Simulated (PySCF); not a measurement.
FeO4, SMILES [O]=[Fe](=[O])(=[O])=[O], multiplicity 1.

Geometry optimised at PBE0-D3(BJ)/def2-SVP. The spin state was assumed, not searched.

Two levels are set side by side: PBE/def2-TZVP (PySCF) and CAM-B3LYP/def2-TZVP (PySCF). Same geometry, gas phase. Differences are taken from unrounded values.

| quantity | PBE |
|---|---|
| orbital gap (eV) | 1.85 |
| highest occupied level (eV) | -8.60 |
| lowest empty level (eV) | -6.75 |
| mean polarisability (bohr³) | 42.6 |

**Question.** These are the PBE values. What does CAM-B3LYP give? (An estimate is asked for; the answer gives what the named calculation found.)

**Answer.** 
```
quantity                     CAM-B3LYP  PBE minus CAM-B3LYP
---------------------------  ---------  -------------------
orbital gap (eV)                  6.16                -4.31
highest occupied level (eV)     -11.57                 2.97
lowest empty level (eV)          -5.41                -1.34
mean polarisability (bohr³)       43.3                 -0.7
```

Without exact exchange PBE keeps part of each electron's self-repulsion, which lifts occupied levels and narrows the gap. Differences between two approximate levels are no errors against the true value.

Rough cost on one machine, each run with all the roots and properties that it gave: CAM-B3LYP against PBE within a factor of 2.
